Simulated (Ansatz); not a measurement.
`ClB(Cl)Br` and `[SiH3]OB(Cl)Br` differ in one atom or group.

Ansatz, PBE0-D4/def2-TZVP geometries, multiplicity 1. Each molecule was computed in one conformer, which needn't be the lowest.

Scalar relativity is left out up to krypton.

```csv
property,`ClB(Cl)Br`
HOMO–LUMO gap (ωB97M-V/def2-TZVPP) / eV,11.15
LUMO energy (B3LYP/def2-TZVPP) / eV,-1.98
size of the dipole moment (PBE/def2-TZVPP) / D,0.03
HOMO energy (B3LYP/def2-TZVPP) / eV,-8.37
LUMO energy (ωB97M-V/def2-TZVPP) / eV,0.28
HOMO energy (ωB97M-V/def2-TZVPP) / eV,-10.87
```

(1) Give the same properties after the change, and the shifts. (Estimate.)

Results:

(1) Ansatz gave: 
```tsv
property	`[SiH3]OB(Cl)Br`	shift
HOMO–LUMO gap (ωB97M-V/def2-TZVPP) / eV	12.10	0.95
LUMO energy (B3LYP/def2-TZVPP) / eV	-0.93	1.05
size of the dipole moment (PBE/def2-TZVPP) / D	1.66	1.63
HOMO energy (B3LYP/def2-TZVPP) / eV	-8.24	0.13
LUMO energy (ωB97M-V/def2-TZVPP) / eV	1.34	1.06
HOMO energy (ωB97M-V/def2-TZVPP) / eV	-10.76	0.11
```

With PBE0 the HOMO rises by 0.13 eV and the LUMO rises by 1.08 eV, so the gap widens by about 0.95 eV. PBE moves the HOMO by 0.12 eV and ωB97M-V by 0.11 eV. The zero-point energy changes by 76.7 kJ/mol with +12 modes.

B3LYP here is the variant with VWN-RPA as its local correlation; programs differ in this.

Spin–orbit coupling is left out; it splits and shifts lone-pair levels of the heavy atoms by tenths of an eV.
